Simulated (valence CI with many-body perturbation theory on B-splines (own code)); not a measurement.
# Level structure of Ag39+

Computed by relativistic CI+MBPT: six valence electrons over a frozen Dirac-Fock core [He], a basis of 9 s, 9 p, 8 d, 6 f, 3 g, 1 h functions for each j, with the one-electron correlation potential Σ1, the two-electron term Σ2, the three-electron term Σ3, Breit, model QED; selected CI, second order for the rest, scaled by the run's own slope (own B-spline code, finite nucleus).

The last digits are not significant, and no measured levels were compared; by estimate large intervals hold to a few tenths of a per cent, small ones and those within an open d or f shell to about a per cent. Among the levels kept, up to 2200 cm⁻¹ of a level comes from second order outside the variational space, and about a tenth of that is noise between levels of different J, which matters for small intervals.

Levels 46 to 72 of 72, with energies above the lowest level, (2s^2 2p1/2^2 2p3/2^2) J=2. "Leading %" is the weight of the configuration and term that name the level; weights of strongly mixed levels are sums over their largest components and can fall short, and the name can then belong to a minority configuration. In the jj column 3d3/2^4 stands for four electrons in 3d with j = 3/2. Lifetimes count E1, E2, E3, M1 and M2 decay at the calculated energies, and are blank where another channel may lead or the interval is too uncertain; long ones can be off by a factor of two.

```
No.  Configuration  Term  J  E (× 10³ cm⁻¹)  Leading %     Second component                        Leading jj  Lifetime
 46     2s2.2p3.3p    1D  2           29138         50   24 % 2s2.2p3.3p 3P   2s^2 2p1/2 2p3/2^2 3p3/2 (98 %)    975 fs
 47     2s2.2p3.3p    3P  1           29190         47   28 % 2s2.2p3.3p 3S   2s^2 2p1/2 2p3/2^2 3p3/2 (96 %)   1.22 ps
 48     2s2.2p3.3p    3D  2           29221         45   34 % 2s2.2p3.3p 1D   2s^2 2p1/2 2p3/2^2 3p3/2 (97 %)   1.32 ps
 49      2s.2p4.3s    5P  3           29372         77    20 % 2s.2p4.3s 3D      2s 2p1/2^2 2p3/2^2 3s (94 %)    291 fs
 50     2s2.2p3.3d   3D°  1           29397         45  40 % 2s2.2p3.3d 5D°   2s^2 2p1/2 2p3/2^2 3d3/2 (96 %)   37.0 fs
 51     2s2.2p3.3d   3F°  2           29408         39  37 % 2s2.2p3.3d 5D°   2s^2 2p1/2 2p3/2^2 3d3/2 (95 %)   34.9 fs
 52     2s2.2p3.3d   5D°  0           29411         49  33 % 2s2.2p3.3d 1S°   2s^2 2p1/2 2p3/2^2 3d3/2 (94 %)   35.4 fs
 53     2s2.2p3.3d   5D°  3           29446         31  30 % 2s2.2p3.3d 3G°   2s^2 2p1/2 2p3/2^2 3d3/2 (87 %)   20.1 fs
 54     2s2.2p3.3d   5D°  4           29493         51  30 % 2s2.2p3.3d 3G°   2s^2 2p1/2 2p3/2^2 3d5/2 (97 %)   60.1 ps
 55      2s.2p4.3s    3P  2           29501         62    13 % 2s.2p4.3s 5P      2s 2p1/2^2 2p3/2^2 3s (95 %)   38.1 fs
 56     2s2.2p3.3d   3D°  3           29502         61  16 % 2s2.2p3.3d 5D°   2s^2 2p1/2 2p3/2^2 3d5/2 (90 %)   91.1 fs
 57     2s2.2p3.3d   3G°  4           29552         41  36 % 2s2.2p3.3d 1G°   2s^2 2p1/2 2p3/2^2 3d3/2 (97 %)   24.7 ps
 58     2s2.2p3.3s   3P°  2           29573         33  21 % 2s2.2p3.3d 3P°            2s^2 2p3/2^3 3s (61 %)   8.88 fs
 59     2s2.2p3.3d   3D°  1           29586         44  27 % 2s2.2p3.3d 1P°   2s^2 2p1/2 2p3/2^2 3d5/2 (77 %)   9.28 fs
 60     2s2.2p3.3d   1D°  2           29611         19  18 % 2s2.2p3.3s 3P°   2s^2 2p1/2 2p3/2^2 3d3/2 (49 %)   7.61 fs
 61     2s2.2p3.3d   3D°  3           29611         45  35 % 2s2.2p3.3d 3F°   2s^2 2p1/2 2p3/2^2 3d3/2 (89 %)   4.14 fs
 62     2s2.2p3.3s   1P°  1           29622         32  24 % 2s2.2p3.3s 3D°            2s^2 2p3/2^3 3s (85 %)   14.6 fs
 63     2s2.2p3.3d   3F°  4           29637         70  28 % 2s2.2p3.3d 1G°   2s^2 2p1/2 2p3/2^2 3d5/2 (97 %)   53.7 ps
 64     2s2.2p3.3d   3G°  5           29649        100                       2s^2 2p1/2 2p3/2^2 3d5/2 (100 %)   62.8 ps
 65     2s2.2p3.3d   3P°  1           29674         66  14 % 2s2.2p3.3d 3D°   2s^2 2p1/2 2p3/2^2 3d3/2 (76 %)   3.64 fs
 66     2s2.2p3.3d   3D°  2           29690         84   6 % 2s2.2p3.3d 3F°   2s^2 2p1/2 2p3/2^2 3d5/2 (58 %)   4.28 fs
 67     2s2.2p3.3d   3P°  0           29692         53  45 % 2s2.2p3.3d 1S°   2s^2 2p1/2 2p3/2^2 3d5/2 (96 %)   8.34 fs
 68     2s2.2p3.3d   3F°  2           29743         37  26 % 2s2.2p3.3d 1D°   2s^2 2p1/2 2p3/2^2 3d3/2 (58 %)   15.2 fs
 69     2s2.2p3.3d   3S°  1           29765         48  28 % 2s2.2p3.3d 1P°   2s^2 2p1/2 2p3/2^2 3d5/2 (75 %)   4.77 fs
 70     2s2.2p3.3d   1F°  3           29806         58  28 % 2s2.2p3.3d 3D°   2s^2 2p1/2 2p3/2^2 3d5/2 (92 %)   5.57 fs
 71      2s.2p4.3s    3S  1           29834         49    39 % 2s.2p4.3s 5P      2s 2p1/2^2 2p3/2^2 3s (93 %)   82.6 fs
 72     2s2.2p3.3d   1D°  2           29841         37  35 % 2s2.2p3.3d 3F°   2s^2 2p1/2 2p3/2^2 3d5/2 (71 %)   5.60 fs
```
